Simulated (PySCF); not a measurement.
Compound: C7H10O.
Geometry (GFN2-xTB, Å), atoms numbered from 1 in this order:
```
atom  x, y, z in Å
O1     3.0350   -1.4434    0.1009
C2     2.1980   -0.6363    0.4058
C3     0.8490   -0.5572   -0.2113
C4    -0.3524   -0.5785    0.7721
C5    -1.5241   -0.5888   -0.2107
C6    -1.0335    0.5117   -1.1814
C7     0.2899    0.8594   -0.4973
C8    -0.1383    0.9272    0.9750
H9     2.4071    0.1130    1.1925
H10    0.7983   -1.2731   -1.0344
H11   -0.3827   -1.2781    1.6024
H12   -1.6436   -1.5545   -0.6995
H13   -2.4628   -0.3299    0.2777
H14   -0.8891    0.1414   -2.1954
H15   -1.7064    1.3674   -1.2195
H16    0.9090    1.6246   -0.9569
H17   -1.0212    1.5215    1.2021
H18    0.6591    1.1798    1.6662
```

Definitions: NICS(0) = −σiso at the ring centroid; NICS(1) = −σiso and NICS(1)zz = −σzz at ±1 Å along the ring normal z. Level: GIAO PBE0/pcSseg-1 (PySCF, non-relativistic, gas phase) on the GFN2-xTB geometry, one conformer.

Ring bond lengths (Å), with Mayer bond orders in brackets: C3–C4 1.553 (0.88), C4–C5 1.529 (1.02), C5–C6 1.547 (0.99), C6–C7 1.530 (1.02), C7–C3 1.549 (0.87); C3–C4 1.553 (0.88), C4–C8 1.534 (0.93), C8–C7 1.535 (0.93), C7–C3 1.549 (0.87).

Problem. What do the NICS probes read (ppm)?

Solution. 
```tsv
ring	type	NICS(0)	NICS(1), two faces	NICS(1)zz, two faces	rms pucker (Å)	centre to ring atoms, mean (Å)
C3–C4–C5–C6–C7	5-membered carbocycle; formal bonds all single	-7.0	-19.1 / -4.4	-21.5 / -6.1	0.34	1.23
C3–C4–C8–C7	4-membered carbocycle; formal bonds all single	-8.4	-10.8 / -1.2	-18.5 / -2.4	0.23	1.07
```

Problem. What can be read from them?

Solution. 
- C3–C4–C5–C6–C7: mean NICS(1)zz -13.8 ppm, shielded. C3, C4, C5, C6, C7 have four or more neighbours; no verdict on aromaticity is drawn. C8, outside the ring, lies only 0.72 Å from a NICS(1) probe, which then mostly feels that atom. The two faces differ by 15.4 ppm, so no symmetry operation interchanges them.
- C3–C4–C8–C7: mean NICS(1)zz -10.5 ppm, shielded. C3, C4, C7, C8 have four or more neighbours, and the NICS criterion for π rings isn't applied. C6, outside the ring, lies only 1.07 Å from a NICS(1) probe, which then mostly feels that atom. The two faces differ by 16.1 ppm, so no symmetry operation interchanges them.

Problem. What is the mean of the two in-plane components of NICS at the first NICS(1) probe listed for ring C3–C4–C5–C6–C7, 1 Å off the ring?

Solution. The isotropic value is a third of the trace: (3 × -19.1 − (-21.5))/2 = -17.9 ppm.
